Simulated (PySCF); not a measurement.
**S: excitation energy**

S [Ne] 3s2 3p4 (3P) → S [Ne] 3s1 3p4 4s1 (5P), as a difference of total energies. Computed with PySCF 2.14 in x2c-QZVPPall with one added diffuse shell each of s, p, d, f type (10s7p5d3f1g, 86 functions), with scalar relativity by spin-free X2C-1e. Correlated levels: valence: [Ne] frozen; valence and next inner shell: 1s2 frozen. The calculations carry no spin-orbit coupling.

```json
{"method": "UHF", "excitation energy (cm⁻¹)": "132690"}
{"method": "LDA", "excitation energy (cm⁻¹)": "137590"}
{"method": "PBE", "excitation energy (cm⁻¹)": "136450"}
{"method": "PBE0", "excitation energy (cm⁻¹)": "137970"}
{"method": "r2SCAN", "excitation energy (cm⁻¹)": "135400"}
{"method": "BP86", "excitation energy (cm⁻¹)": "136300"}
{"method": "B3LYP", "excitation energy (cm⁻¹)": "139140"}
{"method": "wB97M-V", "excitation energy (cm⁻¹)": "141250"}
{"method": "M06-2X", "excitation energy (cm⁻¹)": "139910"}
{"method": "SCS-MP2 (valence)", "excitation energy (cm⁻¹)": "137630"}
{"method": "MP2 (valence and next inner shell)", "excitation energy (cm⁻¹)": "136790"}
```

Problem. Estimate what SCS-MP2 (valence and next inner shell) gives.

Solution. 138200 cm⁻¹, closest to PBE0 among the rows shown.

Problem. Estimate what MP2 (valence) gives.

Solution. 136010 cm⁻¹, closest to BP86 among the rows shown.

The upper state lies above the first ionisation limit, where it may autoionise and the basis confines it. A Rydberg-like electron needs more diffuse functions than a valence basis has.

The promoted electron is Rydberg-like, and one or two diffuse shells describe it only roughly, which tends to raise the upper state.
